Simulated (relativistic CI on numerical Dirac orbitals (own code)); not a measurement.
# O⁶⁺: sensitivity of the levels to the model

Base calculation: Dirac-Coulomb-Breit CI, KLI orbitals optimised for each configuration, model QED (radiative potential, 1s self-energy scaled to tabulated hydrogen-like ionisation energies), unscaled Slater integrals.

CI space: 1s2, 1s 2s, 1s 2p, 1s 3s, 1s 3p, 1s 3d, 1s 4s, 1s 4p, 1s 4d, 1s 4f, 1s 5s, 1s 5p, 1s 5d, 1s 5f, 1s 5g, 1s 6s, 1s 6p, 1s 6d. Levels of other configurations are missing.

Variants: (1) QED terms removed; (2) configuration mixing switched off. Shifts of the energy above 1s2 1S_0, in eV, for the lowest level and the first level of each name with at least 55 % of one term (blank where a level changes its place among those of its configuration and J or its character, or is not in the variant):

```csv
Level,Base,Δ(1),Δ(2),Measured
1s2 1S_0,0.000,0.000,0.000,0.000
1s 2s 3S_1,559.908,+0.050,+0.016,560.984
1s 2p 3P°_0,567.511,+0.058,+0.006,568.544
1s 2p 3P°_1,567.518,+0.057,+0.006,568.552
1s 2p 3P°_2,567.585,+0.057,+0.007,568.620
1s 2s 1S_0,567.782,+0.051,+0.145,
1s 2p 1P°_1,573.226,+0.057,+0.093,573.948
1s 3s 3S_1,660.805,+0.055,-0.006,661.929
1s 3p 3P°_0,662.875,+0.057,-0.002,
1s 3p 3P°_1,662.877,+0.057,-0.003,
1s 3p 3P°_2,662.896,+0.057,-0.003,
1s 3s 1S_0,662.955,+0.055,-0.047,664.111
1s 3d 3D_1,663.944,+0.057,0.000,665.097
1s 3d 3D_2,663.945,+0.057,0.000,665.105
```

19 of the 19 excited levels that our extract of the measured tables holds in this range could be paired (the sources list more); they are missed by 9100 cm⁻¹ on average and 10368 at most, and levels without a partner can miss by more.

Measured levels: Moore, Selected Tables of Atomic Spectra, NSRDS-NBS 3, section 8.

Ionisation energy from the two ground configurations alone: base 738.066 eV. The NIST ASD value (theoretical) is 739.327 eV.
